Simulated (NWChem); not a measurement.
# C₂H₅F₃Si; SMILES C[C@@H](F)[SiH](F)F

```xyz
11

C     -0.7660    -2.0081     0.4273
C      0.3745    -1.0178     0.3327
F      1.0740    -1.2202    -0.8485
Si    -0.2041     0.7767     0.3702
F      1.0541     1.7632     0.1652
F     -1.2180     1.0244    -0.8609
H     -0.3825    -3.0380     0.3734
H     -1.4819    -1.8617    -0.3953
H     -1.3054    -1.8941     1.3808
H      1.0802    -1.1792     1.1706
H     -0.8945     1.1483     1.6274
```
Atoms are numbered in this order, from 1.

Program: NWChem. Medium grid unless said otherwise, to which SCAN and Minnesota functionals are sensitive. All runs use the structure optimised with PBE0/def2-SVP. Hybrids' shares of exact exchange are those that their runs print; pure functionals count as 0. The functionals differ in more than this share.

```csv
row,share of exact exchange,highest occupied level (eV)
PBE/def2-TZVP,0.00,-7.21
r2SCAN/def2-TZVP,0.00,-7.53
B3LYP/def2-TZVP,0.20,-8.54
PW6B95/def2-TZVP,0.28,withheld
Hartree-Fock/def2-TZVP,1.00,-12.41
```

Fit a straight line of the last column on the one before it, predict the withheld value, and compare with the run.


1. Means of the 4 shown rows: x = 0.300, y = -8.922. Slope Σ(x − x̄)(y − ȳ)/Σ(x − x̄)² = -3.411/0.6800 = -5.016; intercept -7.418.
2. The shown rows scatter about the line by 0.133 (root mean square); the largest residual is +0.21, at PBE/def2-TZVP.
3. At x = 0.28 (PW6B95/def2-TZVP; inside the shown range) the line gives -8.82.
4. The run gives -8.88, -0.06 from the line, 0.5 times the scatter.
